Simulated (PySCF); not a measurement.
A search over the determinants of TiBr

Unrestricted PBE0; PySCF, no relativity, basis sets Ti def2-TZVPPD, Br def2-TZVPPD. Outer shells of the fragments: Ti 3d2 4s2; Br 3d10 4s2 4p5.

Followed along the bond (rough minima from three points):

| 2Ms+1 | unpaired | ⟨S²⟩ at the start | R at minimum (Å) | Te (eV) |
| --- | --- | --- | --- | --- |
| 4 | σ ↑, π ↑, δ ↑ | 3.76 | 2.42 | 0.00 |
| 4 | σ ↑, δ ↑↑ | 3.76 | 2.40 | 0.24 |
| 4 | σ ↑↑, δ ↑ | 3.76 | 2.45 | 0.41 |
| 4 | σ ↑, π ↑↑ | 3.76 | 2.45 | 0.48 |
| 2 | σ ↓, π ↑, δ ↑ | 1.72 | 2.42 | 0.54 |
| 2 | δ ↑ | 1.47 | 2.38 | 0.56 |

Solutions found at the starting distance of 2.380 Å, counted from the lowest of them; the search is not exhaustive and high or unbound solutions are not listed, so other states can lie among these:

```json
{"2Ms+1": "4", "unpaired": "σ ↑, π ↑, δ ↑", "term": "mixed", "E (eV)": "0.00", "⟨S²⟩": "3.76", "⟨Lz²⟩": "4.81", "μ (D)": "-3.96"}
{"2Ms+1": "4", "unpaired": "σ ↑, δ ↑↑", "term": "⁴Σ⁻", "E (eV)": "0.23", "⟨S²⟩": "3.76", "⟨Lz²⟩": "0.00", "μ (D)": "-4.96"}
{"2Ms+1": "4", "unpaired": "σ ↑↑, δ ↑", "term": "⁴Δ", "E (eV)": "0.43", "⟨S²⟩": "3.76", "⟨Lz²⟩": "4.00", "μ (D)": "-1.53"}
{"2Ms+1": "4", "unpaired": "σ ↑, π ↑↑", "term": "mixed", "E (eV)": "0.50", "⟨S²⟩": "3.76", "⟨Lz²⟩": "0.32", "μ (D)": "-3.98"}
{"2Ms+1": "2", "unpaired": "σ ↓, π ↑, δ ↑", "term": "mixed", "E (eV)": "0.54", "⟨S²⟩": "1.72", "⟨Lz²⟩": "4.38", "μ (D)": "-3.43"}
{"2Ms+1": "2", "unpaired": "δ ↑", "term": "mixed", "E (eV)": "0.55", "⟨S²⟩": "1.47", "⟨Lz²⟩": "4.00", "μ (D)": "-2.19"}
{"2Ms+1": "2", "unpaired": "σ ↑, π ↓, δ ↑", "term": "mixed", "E (eV)": "0.70", "⟨S²⟩": "1.75", "⟨Lz²⟩": "4.94", "μ (D)": "-4.24"}
{"2Ms+1": "4", "unpaired": "π ↑↑, δ ↑", "term": "⁴Δ", "E (eV)": "0.78", "⟨S²⟩": "3.76", "⟨Lz²⟩": "4.00", "μ (D)": "-5.46"}
{"2Ms+1": "2", "unpaired": "σ ↑, δ ↑↓", "term": "mixed", "E (eV)": "0.87", "⟨S²⟩": "1.75", "⟨Lz²⟩": "8.01", "μ (D)": "-3.98"}
{"2Ms+1": "2", "unpaired": "σ ↓, δ ↑↑", "term": "mixed", "E (eV)": "0.98", "⟨S²⟩": "1.75", "⟨Lz²⟩": "0.00", "μ (D)": "-2.28"}
```

A term symbol is given only where ⟨S²⟩ and ⟨Lz²⟩ are close to those of a pure state; real π, δ and φ orbitals otherwise mix terms. A positive dipole means Ti(−)Br(+).

Spin–orbit coupling is left out. The state is the lowest single determinant that the PBE0 search found; with open d or f shells the true ground state can be another one.
